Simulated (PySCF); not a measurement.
## Level sweep

C3H6GeOSi.
Bonds: O1–C2 (double), C2–Si3, Si3–C4, C4–C5 (triple), C5–Ge6. Hydrogens: H7 on C2; H8, H9 on Si3; H10, H11, H12 on Ge6.

PySCF, dipoles from the SCF density, polarisabilities from static response with core orbitals frozen. Isolated species at its PBE0-D3(BJ)/def2-SVP geometry (one conformer only). The B3LYP/def2-SVPD calculation is non-relativistic and has no spin–orbit coupling, an omission that weighs most on germanium.

The anisotropy is √(½[(α1 − α2)² + (α2 − α3)² + (α3 − α1)²]).

```json
{"level": "B3LYP/def2-SVPD", "μ (D)": "3.010", "α (Å³)": "14.98", "anisotropy (Å³)": "9.60"}
{"level": "PBE0/def2-SVPD", "μ (D)": "2.991", "α (Å³)": "14.86", "anisotropy (Å³)": "9.56"}
{"level": "BHandHLYP/def2-SVPD", "μ (D)": "3.278", "α (Å³)": "14.25", "anisotropy (Å³)": "8.77"}
{"level": "CAM-B3LYP/def2-SVPD", "μ (D)": "3.157", "α (Å³)": "14.58", "anisotropy (Å³)": "8.97"}
{"level": "wB97X-D/def2-SVPD", "μ (D)": "3.110", "α (Å³)": "14.60", "anisotropy (Å³)": "8.95"}
{"level": "LC-wPBE/def2-SVPD", "μ (D)": "3.152", "α (Å³)": "14.17", "anisotropy (Å³)": "8.57"}
{"level": "PBE0/6-31G*", "μ (D)": "2.833", "α (Å³)": "12.31", "anisotropy (Å³)": "9.59"}
{"level": "PBE0/def2-SVP", "μ (D)": "2.754", "α (Å³)": "13.04", "anisotropy (Å³)": "9.26"}
{"level": "PBE0/aug-cc-pVDZ", "μ (D)": "2.916", "α (Å³)": "15.07", "anisotropy (Å³)": "9.65"}
{"level": "PBE0/def2-TZVP", "μ (D)": "2.919", "α (Å³)": "14.29", "anisotropy (Å³)": "9.69"}
```

The dipole runs from 2.75 D (PBE0/def2-SVP) to 3.28 D (BHandHLYP/def2-SVPD). No reference polarisability is at hand; against PBE0 in the largest diffuse basis at hand (aug-cc-pVDZ) the other PBE0 rows deviate by 6-31G* -18%, def2-SVP -13%, def2-SVPD -1%, def2-TZVP -5%. In one basis (def2-SVPD) the functionals order the polarisability from LC-wPBE (lowest) to B3LYP (highest), a spread of 6%. With PBE0 the polarisability is 13.22 Å³ without diffuse functions (mean of 6-31G*, def2-SVP and def2-TZVP) and 14.97 Å³ with them (mean of def2-SVPD and aug-cc-pVDZ).
